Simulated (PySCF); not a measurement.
C5H12Al2O2.
SMILES: `CC#[C][AlH-]1[O+](C)[AlH2-][O+]1C`

Level: PBE0/pcSseg-1 in PySCF, non-relativistic, on one gas-phase PBE0-D3(BJ)/def2-SVP geometry that isn't relaxed in the solvent. The solvent is an IEF-PCM continuum (van der Waals radii × 1.2). Only the electrostatic response of the medium enters.

```json
{"run": "gas", "E − E(gas) (kcal/mol)": "0.00", "HOMO (eV)": "-7.33", "HOMO–LUMO gap (eV)": "6.98", "dipole (D)": "1.67"}
{"run": "P", "E − E(gas) (kcal/mol)": "-6.98", "HOMO (eV)": "-7.50", "HOMO–LUMO gap (eV)": "7.22", "dipole (D)": "2.04"}
{"run": "Q", "E − E(gas) (kcal/mol)": "-6.07", "HOMO (eV)": "-7.47", "HOMO–LUMO gap (eV)": "7.19", "dipole (D)": "1.99"}
```

Problem. The runs were made in chloroform and tetrahydrofuran. Which run belongs to which solvent?

Solution. P = tetrahydrofuran, Q = chloroform. The dielectric constants are 4.711 (chloroform), 7.426 (tetrahydrofuran), and the energy falls further as ε rises. In this model the ground state sees the solvent through ε alone.

Problem. How constant is the ratio of the lowering to (ε − 1)/(2ε + 1)?

Solution. 
```tsv
solvent	(ε − 1)/(2ε + 1)	E − E(gas) (kcal/mol)	ratio (kcal/mol)	polarisation term (kcal/mol)
chloroform	0.356	-6.07	-17.1	-6.62
tetrahydrofuran	0.405	-6.98	-17.2	-7.69
```

The ratio changes by +0.9 % in size from chloroform to tetrahydrofuran. The polarisation term is half the interaction of the solute with the induced surface charges.

Hardware: one thread, Intel Xeon at 2.50 GHz (x86_64), shared host with 64 logical CPUs at a one-minute load of 35. Cost: 94 s wall, 1.4 GiB resident at most. This is the whole shielding run at PBE0/pcSseg-1 in tetrahydrofuran, SCF included.
